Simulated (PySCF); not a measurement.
**Working out the ionisation energy of P²⁺**

P²⁺ [Ne] 3s2 3p1 (2P) → P³⁺ [Ne] 3s2 (1S). Computed with PySCF 2.14 in aug-cc-pCVTZ-DK, with scalar relativity by spin-free X2C-1e. Frozen: nothing. Energies in hartree (1 hartree = 27.21139 eV):

```json
{"part": "UHF", "P²⁺ (lower)": "-340.464188", "P³⁺ (upper)": "-339.377422"}
{"part": "CCSD correlation", "P²⁺ (lower)": "-0.389118", "P³⁺ (upper)": "-0.372113"}
{"part": "(T)", "P²⁺ (lower)": "-0.003845", "P³⁺ (upper)": "-0.002996"}
```

Q: What does Hartree-Fock give?

A: (-339.377422) − (-340.464188) = 1.086766 hartree = 29.572 eV.

Q: What do CCSD and CCSD(T) give?

A: The CCSD correlation energies differ by 0.017005 hartree = 0.463 eV and the triples by 0.000849 hartree = 0.023 eV, so CCSD gives 30.035 eV and CCSD(T) 30.058 eV.

A first-order spin-orbit estimate adds 0.041 eV to CCSD(T) (all electrons), giving 30.099 eV against 30.203 eV (measured; NIST Atomic Spectra Database, ionization energies).

What remains against the reference includes basis incompleteness and higher excitations.
